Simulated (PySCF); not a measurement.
A calculated (CAM-B3LYP, PySCF 2.14, aug-cc-pVTZ with one added diffuse shell each of s, p, d, f type, no relativity, point nucleus) atom or ion has these occupied shells.

```
shell  electrons  orbital energy (eV)  rms radius, mean of both spins (bohr)
 1s α          1              -527.99                                  0.232
 1s β          1              -526.08                                  0.232
 2s α          1              -30.900                                   1.24
 2p α          3              -14.662                                   1.45
 2p β          2              -10.934                                   1.45
```

Task: Name the element and its charge.

Result: O (oxygen, neutral), in [He] 2s1 2p5, high-spin 3P determinant (an excited configuration).
